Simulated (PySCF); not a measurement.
Consider `CC(C)(C)c1ccc(O)cc1` (C10H14O). Non-hydrogen atoms are numbered in `[CH3:1][C:2]([CH3:3])([CH3:4])[c:5]1[cH:6][cH:7][c:8]([OH:9])[cH:10][cH:11]1`. These are map numbers, not IUPAC locants.

These are calculated values, ωB97X-D3(BJ)/ma-def2-SVP in PySCF (grid level 2) at geometries from PBE0-D3(BJ)/def2-SVP. Zero-point and thermal terms (298.15 K, 1 bar) come from unscaled GFN2-xTB harmonic frequencies, with soft modes damped to free rotors in the entropy. These were taken at the GFN2-xTB minima.

(1) What are the vertical and the adiabatic ionisation energy for forming the radical cation?

(2) Where does the unpaired spin of the relaxed radical cation sit?

(3) What oxidation potential follows in acetonitrile (IEF-PCM), on the absolute scale?

(4) How far is −ε(HOMO) from the vertical value by ΔSCF?

Answers

(1) 8.23 eV vertical and 7.94 eV adiabatic, the latter with zero-point energy.

(2) C5 (aromatic carbon) 0.39, C8 (aromatic carbon) 0.23, O9 (phenolic oxygen) 0.17, C7 (aromatic carbon) 0.11 (intrinsic atomic orbital populations).

(3) In the gas phase ΔG of oxidation is 7.890 eV, and solvation is -28.1 kJ/mol for the parent and -217.5 kJ/mol for the product, so the absolute potential is 5.93 V. The solvent is electrostatics only, on gas-phase structures; the absolute scale refers to an electron at rest in vacuum.

(4) −ε(HOMO) = 8.52 eV, which is 0.30 eV above the ΔSCF value.

Caveats: ma-def2-SVP is a small basis, whose errors can reach tens of kJ/mol.

Differences come from unrounded values, so a last digit can differ from that of the printed terms.
